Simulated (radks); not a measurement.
Tl I, 81 electrons, occupied as [Xe] 4f14 5d10 6s1.5 6p1.5 (fractional occupations, a model configuration).

Calculated with a radial shooting solver on a logarithmic mesh with Libxc functionals: Dirac Kohn-Sham, BLYP, spin-unpolarised, spherical densities, finite nucleus; open shells fill j = l - 1/2 first; Fermi nuclear charge, rms radius 5.4759 fm.

Energy parts (hartree):
total: -20284.5144
kinetic: 23485.0348
electron-nucleus: -51237.2969
Hartree: 7850.6429
exchange-correlation: -382.8952

Orbitals (lengths in bohr, moments of r in powers of bohr; <r^-3> diverges for s and p1/2; r(90%) holds 90 % of the orbital's charge):
| orbital | occ. | eigenvalue (hartree) | r(90%) | <r^-3> | <r^4> | <1/r> |
|---|---|---|---|---|---|---|
| 1s1/2 | 2 | -3139.888 | 0.0299 | - | 3.761e-07 | 99.36 |
| 2s1/2 | 2 | -558.6295 | 0.107 | - | 0.00005418 | 24.52 |
| 2p1/2 | 2 | -536.4607 | 0.0934 | - | 0.00003199 | 24.49 |
| 2p3/2 | 4 | -460.5368 | 0.105 | 22400 | 0.00005092 | 19.69 |
| 3s1/2 | 2 | -133.3195 | 0.261 | - | 0.001961 | 8.997 |
| 3p1/2 | 2 | -123.2716 | 0.252 | - | 0.001701 | 8.913 |
| 3p3/2 | 4 | -106.3937 | 0.275 | 5262 | 0.002394 | 7.658 |
| 3d3/2 | 4 | -89.72928 | 0.248 | 922.2 | 0.001575 | 7.558 |
| 3d5/2 | 6 | -86.12417 | 0.254 | 756.8 | 0.001745 | 7.276 |
| 4s1/2 | 2 | -29.74337 | 0.562 | - | 0.04334 | 3.817 |
| 4p1/2 | 2 | -25.40590 | 0.571 | - | 0.04587 | 3.709 |
| 4p3/2 | 4 | -21.30115 | 0.620 | 1284 | 0.06376 | 3.274 |
| 4d3/2 | 4 | -14.20244 | 0.646 | 203.5 | 0.07449 | 3.075 |
| 4d5/2 | 6 | -13.43664 | 0.662 | 163.1 | 0.08220 | 2.976 |
| 5s1/2 | 2 | -4.80038 | 1.25 | - | 1.079 | 1.572 |
| 4f5/2 | 6 | -4.27214 | 0.740 | 35.23 | 0.1338 | 2.625 |
| 4f7/2 | 8 | -4.10311 | 0.751 | 33.41 | 0.1416 | 2.586 |
| 5p1/2 | 2 | -3.34210 | 1.36 | - | 1.494 | 1.448 |
| 5p3/2 | 4 | -2.59655 | 1.50 | 229.1 | 2.217 | 1.287 |
| 5d3/2 | 4 | -0.61658 | 2.08 | 22.26 | 8.568 | 0.9737 |
| 5d5/2 | 6 | -0.53562 | 2.18 | 17.14 | 10.37 | 0.9326 |
| 6s1/2 | 1.5 | -0.35024 | 3.69 | - | 80.42 | 0.5175 |
| 6p1/2 | 1.5 | -0.11592 | 5.29 | - | 346.3 | 0.3778 |
| 6p3/2 | 0 | -0.07739 | 6.31 | 10.63 | 701.4 | 0.3174 |

The highest occupied level is 6p1/2 at -3.154 eV. The density falls to 0.001 e/bohr^3 at r = 4.64 bohr. The electron density at the nucleus is 2.524e+06 e/bohr^3.
